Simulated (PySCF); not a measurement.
A calculated (LDA, PySCF 2.14, aug-cc-pVDZ-DK, the spin-free X2C one-electron Hamiltonian (Gaussian nucleus)) atom or ion has these occupied shells.

```json
{"shell": "1s α", "electrons": "1", "orbital energy (eV)": "-8840.3", "rms radius, mean of both spins (bohr)": "0.0602"}
{"shell": "1s β", "electrons": "1", "orbital energy (eV)": "-8840.3", "rms radius, mean of both spins (bohr)": "0.0602"}
{"shell": "2s α", "electrons": "1", "orbital energy (eV)": "-1076.7", "rms radius, mean of both spins (bohr)": "0.255"}
{"shell": "2s β", "electrons": "1", "orbital energy (eV)": "-1076.0", "rms radius, mean of both spins (bohr)": "0.255"}
{"shell": "2p α", "electrons": "3", "orbital energy (eV)": "-932.93", "rms radius, mean of both spins (bohr)": "0.229"}
{"shell": "2p β", "electrons": "3", "orbital energy (eV)": "-932.43", "rms radius, mean of both spins (bohr)": "0.229"}
{"shell": "3s α", "electrons": "1", "orbital energy (eV)": "-130.74", "rms radius, mean of both spins (bohr)": "0.765"}
{"shell": "3s β", "electrons": "1", "orbital energy (eV)": "-129.53", "rms radius, mean of both spins (bohr)": "0.765"}
{"shell": "3p α", "electrons": "3", "orbital energy (eV)": "-88.529", "rms radius, mean of both spins (bohr)": "0.811"}
{"shell": "3p β", "electrons": "3", "orbital energy (eV)": "-87.348", "rms radius, mean of both spins (bohr)": "0.811"}
{"shell": "3d α", "electrons": "5", "orbital energy (eV)": "-21.101", "rms radius, mean of both spins (bohr)": "1.08"}
{"shell": "3d β", "electrons": "4", "orbital energy (eV)": "-19.942", "rms radius, mean of both spins (bohr)": "1.08"}
{"shell": "4p α", "electrons": "1", "orbital energy (eV)": "-9.388", "rms radius, mean of both spins (bohr)": "3.27"}
```

Question: Name the element and its charge.

Answer: Cu+ (copper, charge +1), in [Ar] 3d9 4p1, one real determinant (an excited configuration).
